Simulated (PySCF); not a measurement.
Numbering as in the mapped SMILES `[CH3:1][CH:2]([CH3:3])[C:4]1=[CH:5][CH2:6][CH:7]=[CH:8][CH2:9]1`; H(Xn) means a hydrogen on atom n.

One conformer, in vacuum, non-relativistic, averaged over atoms made equivalent by symmetry, fast rotation or ring inversion. GIAO PBE0/pcSseg-1 shieldings; geometry from GFN2-xTB; PySCF.

Scale: ¹³C, ¹H against TMS (reference shieldings calculated alike).

```json
{"atoms": "C7", "nucleus": "¹³C", "count": "1", "δ (ppm)": "?"}
{"atoms": "C9", "nucleus": "¹³C", "count": "1", "δ (ppm)": "26.9"}
{"atoms": "C5", "nucleus": "¹³C", "count": "1", "δ (ppm)": "?"}
{"atoms": "H(C2)", "nucleus": "¹H", "count": "1", "δ (ppm)": "2.31"}
{"atoms": "C4", "nucleus": "¹³C", "count": "1", "δ (ppm)": "148.7"}
{"atoms": "C1/C3", "nucleus": "¹³C", "count": "2", "δ (ppm)": "23.1"}
{"atoms": "H(C1)/H(C3)", "nucleus": "¹H", "count": "6", "δ (ppm)": "?"}
{"atoms": "C8", "nucleus": "¹³C", "count": "1", "δ (ppm)": "131.8"}
{"atoms": "H(C9)", "nucleus": "¹H", "count": "2", "δ (ppm)": "?"}
{"atoms": "H(C6)", "nucleus": "¹H", "count": "2", "δ (ppm)": "2.90"}
{"atoms": "H(C5)", "nucleus": "¹H", "count": "1", "δ (ppm)": "5.81"}
{"atoms": "H(C8)", "nucleus": "¹H", "count": "1", "δ (ppm)": "6.04"}
{"atoms": "H(C7)", "nucleus": "¹H", "count": "1", "δ (ppm)": "6.02"}
{"atoms": "C2", "nucleus": "¹³C", "count": "1", "δ (ppm)": "42.2"}
{"atoms": "C6", "nucleus": "¹³C", "count": "1", "δ (ppm)": "?"}
```

Q: Estimate the values marked ?.

A: 
- C7: 131.9 ppm, alkene CH; as expected for a trigonal carbon in a double bond
- C5: 124.9 ppm, alkene CH; an sp2 carbon of a C=C bond
- C6: 31.7 ppm, allylic sp3 CH2; aliphatic region, no heteroatom directly attached
- H(C9): 2.73 ppm, hydrogen on an allylic sp3 CH2; allylic position
- H(C1)/H(C3): 1.05 ppm, hydrogen on a methyl carbon

Shifts are as computed. Against solution values, carbons near 30 ppm lie about +3 ppm off and those near 130 ppm about +5 ppm. Of 1211 compounds with measured shifts, 218 miss one by over three times the rms of a fit or turn the order of signals round; such compounds aren't used in these exercises.
